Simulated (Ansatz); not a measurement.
Two structures of SnH₇OF, closed shell, reached by relaxing down either side of one saddle point (PBE0-D4/def2-TZVP). Energies are electronic, without zero-point energy. Computed with Ansatz 0.2.0 (basis: def2-TZVPP and def2-QZVPP); correlated methods freeze the cores. Filled d shells of the heavier atoms are correlated. Core potentials replace the inner electrons of the atoms past krypton. The def2 sets are not built for correlating such inner shells, so the correlated values are less sure here. Extrapolation: Hartree–Fock as exp(−7.88 √X), correlation as X^−2.97. First:

```
10
angstrom
Sn -1.1232 1.2964 -0.5109
H -0.5181 -0.2000 -1.0974
H -2.1953 1.8618 -1.7194
H -1.9896 1.0373 0.9247
H 0.1502 2.4021 -0.3314
H 1.1880 -0.5771 1.1707
F 0.8838 0.1721 1.6678
H 0.8874 -1.5563 -0.6165
O 1.4801 -1.7761 0.1126
H 1.2367 -2.6601 0.3999
```

Second:

| atom | x (Å) | y (Å) | z (Å) |
| --- | --- | --- | --- |
| Sn1 | -0.7149 | 1.4584 | 0.5525 |
| H2 | 0.1640 | -2.4259 | -2.2534 |
| H3 | -1.0729 | 0.7020 | -0.9256 |
| H4 | -2.0451 | 2.3596 | 1.1341 |
| H5 | 0.7436 | 2.3144 | 0.6435 |
| H6 | 0.9396 | -0.8156 | 1.0803 |
| F7 | -0.6338 | 0.0460 | 1.8940 |
| H8 | -0.1264 | -1.7586 | -2.0841 |
| O9 | 1.4299 | -0.5730 | 0.2833 |
| H10 | 1.3159 | -1.3073 | -0.3245 |

Q: Which bonds change from the first to the second?

A: SnH₄ + H₂O + HF → SnH₃F ([F][SnH3]) + H₂O + H₂; bonds formed: Sn1–F7, H2–H8, H6–O9; bonds broken: Sn1–H2, H6–F7, H8–O9.

Q: Give the saddle point's structure and its height above each. (An estimate is asked for; the value comes from the calculation.)

A: By the calculation: 32.53 kcal/mol above the first and 36.43 kcal/mol above the second (CCSD(T) at an estimated basis limit (MP2 extrapolated from triple and quadruple zeta, plus CCSD(T) − MP2 in triple zeta)).
```json
{"atom": "Sn1", "x (Å)": "-0.8319", "y (Å)": "1.1793", "z (Å)": "-0.1472"}
{"atom": "H2", "x (Å)": "-0.2533", "y (Å)": "-0.4760", "z (Å)": "-1.0181"}
{"atom": "H3", "x (Å)": "-1.7343", "y (Å)": "1.2393", "z (Å)": "-1.6303"}
{"atom": "H4", "x (Å)": "-1.9936", "y (Å)": "1.0474", "z (Å)": "1.0884"}
{"atom": "H5", "x (Å)": "0.2423", "y (Å)": "2.4951", "z (Å)": "-0.2002"}
{"atom": "H6", "x (Å)": "1.1649", "y (Å)": "-0.8134", "z (Å)": "0.7821"}
{"atom": "F7", "x (Å)": "0.5305", "y (Å)": "0.3018", "z (Å)": "1.2635"}
{"atom": "H8", "x (Å)": "0.4339", "y (Å)": "-1.0179", "z (Å)": "-0.6340"}
{"atom": "O9", "x (Å)": "1.3669", "y (Å)": "-1.5536", "z (Å)": "0.0733"}
{"atom": "H10", "x (Å)": "1.0746", "y (Å)": "-2.4018", "z (Å)": "0.4227"}
```

The T1 diagnostic stays at or below 0.014.

Labels in which every atom is bracketed show which atoms are joined, not bond orders.

For scale, one of the runs: CCSD(T)/def2-TZVPP, 210 basis functions, launched by `ansatz run in.yaml --threads 4 --pin off --events-out ev --progress --plain --max-ram 9574MiB`. The run took 87 s on 4 CPU threads of an Arm Neoverse V2 (shared host), with 3.4 GiB of host memory at its peak.
